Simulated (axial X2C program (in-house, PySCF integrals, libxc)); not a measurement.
## Worked dissociation energy of BeSn: CCSD, spin-free

Computed with an in-house all-electron X2C program for linear molecules (integrals from PySCF). Spin-free means the one-electron spin-free X2C Hamiltonian. Basis: Sn dyall-cv3z [11s12p9d4f1g], Be dyall-cv3z [8s8p3d1f] (cores contracted in-house); Gaussian nuclei, density fitting, unrestricted open shells. Masses: Sn 119.902 u, Be 9.012 u.

Molecular state: M_S = 1, Λ = 0 (beyond evenly filled blocks: π+α, π-α).

Correlated methods: 6 electrons correlated (number of frozen shells: Sn 4 s, 3 p, 2 d; Be 1 s), 238 virtual spin orbitals or spinors in MP2, 87 natural virtuals in coupled cluster.

```
E(Sn) (2M_S = 2, M_L = 0) : -6173.890008 hartree
E(Be) (2M_S = 0, M_L = 0) : -14.620921 hartree
E(BeSn) at Re             : -6188.536324 hartree
ωe                        : 399.6 cm⁻¹
ωexe                      : 5.56 cm⁻¹
```

(1) Work out De and D0.

The state is one determinant whose occupation by symmetry is held fixed; it was picked as the lowest of a PBE0 search that is not exhaustive. De is counted from the lowest determinant-based energies of the atoms at the same level, without counterpoise correction. CCSD ran in a truncated set of natural virtual spinors with an MP2 remainder; without triples it tends to underbind. PBE0 can misorder states that lie within some tenths of an eV, so this need not be the ground state of the molecule. The nearest other spin-free determinant of the search, M_S = 0, Λ = 2, lies 0.60 eV up at the distance of the search. The determinant is spin-polarised beyond a pure state at some levels (its spin-free form has ⟨S²⟩ too high), which makes Re and μ there less reliable. The T1 diagnostic is large, a sign of multireference character. With the outer-core shells frozen, correlated bond lengths of heavy atoms tend to come out a few hundredths of an ångström too long. Spin-free De lacks the spin–orbit lowering of the heavy p-block atom, a tenth of an eV or more for 4p and 5p, up to an eV for 6p and one to two eV for 7p atoms, less what an open-shell molecule gains itself.

Each atomic determinant is the lowest at this level and need not be a pure term. Totals compare only within one Hamiltonian and basis.

Answers

(1) De = -6173.890008 + (-14.620921) − (-6188.536324) = 0.02539 hartree = 0.691 eV. The zero-point energy is ωe/2 − ωexe/4 = 198 cm⁻¹ = 0.025 eV, so D0 = 0.666 eV.
